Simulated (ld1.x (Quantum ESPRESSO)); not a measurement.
**u(r) = r·R(r): atom against pseudo-atom (Li (Z = 3))**

Columns: radius, all-electron u(r) and pseudo u(r) of the 2s shell (level -2.87 eV) of lithium in the configuration [He] 2s1 2p0; PBE, scalar-relativistic, TM scheme, ld1.x (Quantum ESPRESSO) 7.5.

| r (bohr) | all-electron | pseudo |
| --- | --- | --- |
| 0.210 | 0.1781 | -0.0333 |
| 0.420 | 0.1710 | -0.0676 |
| 0.630 | 0.0946 | -0.1037 |
| 0.840 | -0.0029 | -0.1427 |
| 1.050 | -0.1009 | -0.1852 |
| 1.260 | -0.1906 | -0.2315 |
| 1.470 | -0.2685 | -0.2810 |
| 1.680 | -0.3335 | -0.3319 |
| 1.890 | -0.3872 | -0.3814 |
| 2.100 | -0.4314 | -0.4261 |
| 2.310 | -0.4659 | -0.4629 |
| 2.520 | -0.4910 | -0.4900 |
| 2.730 | -0.5077 | -0.5075 |
| 2.940 | -0.5168 | -0.5168 |
| 3.150 | -0.5193 | -0.5193 |
| 3.360 | -0.5162 | -0.5162 |
| 3.570 | -0.5081 | -0.5081 |
| 3.780 | -0.4962 | -0.4962 |
| 3.990 | -0.4810 | -0.4810 |
| 4.200 | -0.4634 | -0.4634 |
| 4.410 | -0.4439 | -0.4439 |
| 4.620 | -0.4233 | -0.4233 |
| 4.830 | -0.4019 | -0.4019 |
| 5.040 | -0.3803 | -0.3803 |
| 5.250 | -0.3587 | -0.3587 |
| 5.460 | -0.3374 | -0.3374 |

**Question.** How many radial nodes do the two functions have?

**Answer.** The all-electron 2s function has n − l − 1 = 1; the pseudo-wave has 0, since the states of the same l below it are removed with the core.

**Question.** At about which radius was the pseudo-wave matched?

**Answer.** 3.10 bohr. The columns agree to 0.0005 from 2.73 bohr on; several derivatives are matched, so the curves merge somewhat inside the radius.

**Question.** Is the pseudo-wave norm-conserving?

**Answer.** Yes: the TM scheme keeps the norm inside the radius equal to the all-electron one, which fixes the energy derivative of the logarithmic derivative at the level.
